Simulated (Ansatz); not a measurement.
C₆SO₃F₅, that is pentafluorobenzenesulfonate with one electron fewer. Total charge 0; doublet. Geometry PBE-D4/def2-SVP, that of the charge -1 singlet; atoms count from 1.

| atom | x (Å) | y (Å) | z (Å) |
| --- | --- | --- | --- |
| O1 | 2.866 | 1.276 | 0.573 |
| S2 | 2.033 | 0.453 | 1.500 |
| O3 | 2.600 | -0.875 | 1.861 |
| O4 | 1.377 | 1.196 | 2.616 |
| C5 | 0.542 | 0.061 | 0.398 |
| C6 | 0.129 | -1.231 | 0.045 |
| F7 | 0.766 | -2.333 | 0.465 |
| C8 | -0.992 | -1.445 | -0.781 |
| F9 | -1.374 | -2.695 | -1.110 |
| C10 | -1.721 | -0.353 | -1.269 |
| F11 | -2.793 | -0.549 | -2.058 |
| C12 | -1.324 | 0.950 | -0.927 |
| F13 | -2.028 | 1.999 | -1.398 |
| C14 | -0.204 | 1.140 | -0.103 |
| F15 | 0.124 | 2.405 | 0.187 |

Problem. Estimate the Mulliken populations from the PBE0/def2-SVP orbitals of Ansatz.

Solution. 
```csv
atom,charge (e),spin (α − β)
O1,-0.30,0.41
S2,1.02,-0.19
O3,-0.31,0.37
O4,-0.30,0.41
C5,-0.25,0.00
C6,0.21,0.00
F7,-0.17,0.00
C8,0.18,0.00
F9,-0.18,0.00
C10,0.19,0.00
F11,-0.18,0.00
C12,0.19,0.00
F13,-0.18,0.00
C14,0.25,0.00
F15,-0.17,0.00
```
Mulliken values depend strongly on the basis.

Problem. Where does the spin sit?

Solution. Summed by element: O 1.20, S -0.19, C 0.00, F 0.00, of 1 unpaired in all. Largest on single atoms: O4 0.41, O1 0.41, O3 0.37.

Problem. And the Mayer bond orders between heavy atoms (over 0.3)?

Solution. O1–S2 1.53 (1.49 Å); S2–O3 1.57 (1.49 Å); S2–O4 1.53 (1.49 Å); S2–C5 0.78 (1.90 Å); C5–C6 1.44 (1.40 Å); C5–C14 1.34 (1.40 Å); C6–F7 1.12 (1.34 Å); C6–C8 1.29 (1.41 Å); C8–F9 1.12 (1.35 Å); C8–C10 1.28 (1.40 Å); C10–F11 1.12 (1.35 Å); C10–C12 1.26 (1.40 Å); C12–F13 1.12 (1.35 Å); C12–C14 1.31 (1.40 Å); C14–F15 1.13 (1.34 Å).
